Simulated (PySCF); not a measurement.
C₂H₅BFN. Atoms are numbered in the order given.

```xyz
10

B     -0.3695     0.1762     0.3211
F     -1.7019     0.2826     0.5026
C      0.1598    -0.8558    -0.7306
C      1.3591    -0.7908    -1.3267
H     -0.5137    -1.6714    -1.0258
H      1.6884    -1.5211    -2.0738
H      2.0715     0.0131    -1.1049
N      0.4627     1.0007     1.0880
H      0.0948     1.6816     1.7418
H      1.4721     0.9483     1.0609
```

Geometry optimised at B3LYP-D3(BJ)/def2-SVP. This is a generated structure with no PubChem entry under its InChIKey; it may be hypothetical. One conformer was computed; it need not be the lowest.

These are PBE/def2-TZVP (PySCF) values and carry that method's errors.

Gas-phase values at a fixed geometry.

```json
{
 "total_energy": "-258.55157 hartree",
 "highest_occupied_level": "-6.51 eV",
 "lowest_empty_level": "-1.75 eV",
 "orbital_gap": "4.76 eV",
 "dipole_moment": "2.22 D",
 "quadrupole, principal values (traceless, Buckingham form, about the centre of nuclear charge)": "-4.82, -2.46, 7.28 D·Å",
 "mean_static_polarisability": "47.2 bohr³ (6.99 Å³)",
 "polarisability_principal_values": "32.5, 49.7, 59.3 bohr³"
}
```
